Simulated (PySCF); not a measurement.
Molfile (atoms numbered from 1):
```
C3H5BO2
     RDKit          3D

 11 11  0  0  0  0  0  0  0  0999 V2000
    1.5389   -0.2309    0.0817 B   0  0  0  0  0  0  0  0  0  0  0  0
    0.4537   -1.3228    0.0956 O   0  0  0  0  0  0  0  0  0  0  0  0
   -0.7856   -1.0780    0.0454 C   0  0  0  0  0  0  0  0  0  0  0  0
   -1.3278    0.2022   -0.0570 C   0  0  0  0  0  0  0  0  0  0  0  0
   -0.4238    1.2603   -0.1361 C   0  0  0  0  0  0  0  0  0  0  0  0
    0.8326    1.1261   -0.0952 O   0  0  0  0  0  0  0  0  0  0  0  0
    2.0933   -0.2325    1.1649 H   0  0  0  0  0  0  0  0  0  0  0  0
    2.2526   -0.4170   -0.8844 H   0  0  0  0  0  0  0  0  0  0  0  0
   -1.4399   -1.9628    0.0816 H   0  0  0  0  0  0  0  0  0  0  0  0
   -2.4024    0.3652   -0.0996 H   0  0  0  0  0  0  0  0  0  0  0  0
   -0.7808    2.2957   -0.2489 H   0  0  0  0  0  0  0  0  0  0  0  0
  1  2  1  0
  2  3  1  0
  3  4  2  0
  4  5  1  0
  5  6  2  0
  6  1  1  0
  1  7  1  0
  1  8  1  0
  3  9  1  0
  4 10  1  0
  5 11  1  0
M  CHG  2   1  -1   6   1
M  END
```

Computed data (PySCF): shielding tensors at PBE0/pcSseg-1 (GIAO), geometry from PBE0-D3(BJ)/def2-SVP, B3LYP/pcJ-1 coupling constants (spin–dipole term only in couplings to heteroatoms). One conformer, relativity neglected, in vacuum, one averaged value for each set of equivalent atoms.

Question: List the cross peaks expected in HSQC, COSY and HMBC spectra.

Answer: 

HSQC (one-bond C–H):
```
           δH             δC  ¹J(C,H) (Hz)
7.46 (H9/H11)  186.2 (C3/C5)           190
   4.95 (H10)     101.7 (C4)           184
```

COSY cross peaks (|J| ≥ 2 Hz):
```
           δH          δH  abs. J (Hz)  bonds
7.46 (H9/H11)  4.95 (H10)          4.0      3
```

HMBC (two and three bonds, |J| ≥ 2.5 Hz):
```
           δH                       δC [abs. J in Hz]
7.46 (H9/H11)  186.2 (C3/C5) [5.8], 101.7 (C4) [13.2]
   4.95 (H10)                     186.2 (C3/C5) [6.7]
```

Chemical shifts δ = σref − σ; ¹H, ¹³C vs TMS, all at this level.

Hydrogens on boron are broadened and split by ¹¹B (spin 3/2, 80 %) and 10B (spin 3). Unscaled 3J(H,H) at this level run about 10 % above measured values. Shifts are as computed. Against solution values, carbons near 30 ppm lie about +2 ppm off and those near 130 ppm about +5 ppm. Of 1211 compounds with measured shifts, 218 miss one by over three times the rms of a fit or turn the order of signals round; such compounds aren't used in these exercises.
